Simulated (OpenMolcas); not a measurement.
# F3+: terms and fine structure

```
Program             : OpenMolcas 26.06
Method              : CASSCF
Basis               : ANO-RCC-VTZP [4s3p2d1f]
Scalar Hamiltonian  : DKH2, point nucleus
Active space        : 4 electrons in 4 orbitals (2s 2p)
State averaging     : 2S+1 = 3 even, 3 roots; 2S+1 = 1 even, 6 roots; 2S+1 = 5 odd, 1 root; 2S+1 = 3 odd, 8 roots; 2S+1 = 1 odd, 5 roots (0 in the spin-orbit step)
Spin-orbit coupling : state interaction with AMFI integrals over the reference wave functions, term energies averaged over their components
```

With spin-orbit coupling, above the lowest level:

```tsv
Configuration	Term	J	E (cm⁻¹)	Measured (cm⁻¹)	g	Term weight %
2s² 2p²	³P	0	0.0	0.0		100
2s² 2p²	³P	1	224	225	1.501	100
2s² 2p²	³P	2	653	613	1.501	100
2s² 2p²	¹D	2	27753	25241	1.000	100
2s² 2p²	¹S	0	50882	53544		100
2s 2p³	⁵S°	2	63536		2.002	100
2s 2p³	³D°	2	151420	147889	1.167	100
2s 2p³	³D°	1	151422	147902	0.499	100
2s 2p³	³D°	3	151425	147842	1.334	100
2s 2p³	³P°	0	178279			100
2s 2p³	³P°	1	178282	175242	1.501	100
2s 2p³	³P°	2	178286	175237	1.501	100
```

Against the 9 measured excited levels shown (Moore, Atomic Energy Levels, vol. I, NSRDS-NBS 35 (1971 reprint of NBS Circular 467, 1949)) the mean absolute deviation is 2400 cm-1; the largest miss in energy is 2s 2p³ ³D°₃: computed 151425, measured 147842 cm⁻¹ (+2.4 %), and the largest in proportion 2s² 2p² ¹D₂ (+10.0 %).

Spin-orbit coupling puts the lowest level 440 cm⁻¹ below the lowest spin-free term.

For ³P the intervals divided by the larger J are 224.0, 214.7 cm-1. Landé's interval rule makes them equal in pure LS coupling; they differ by 4 % of their mean. The multiplet is regular.

Measured partners are found by configuration, term and J. A level has none where our copy of the source lacks it or the pairing is in doubt (some pairs that miss far off the trend of their configuration count as doubtful), and it then counts in no deviation. Only configurations of the active space appear. The first state left out of the spin-orbit step lies near 240000 cm-1 above the lowest spin-free state of the reference (among the parities and spins computed), and the list stops at four fifths of that energy or lower.

The RASSCF and RASSI steps took 8.2 s on 1 thread of Intel(R) Xeon(R) 6975P-C (Granite Rapids), on a shared host; the integral step is not counted.

The term weight is that of the spin-free term in the level, not the purity of its configuration. ° marks odd parity.
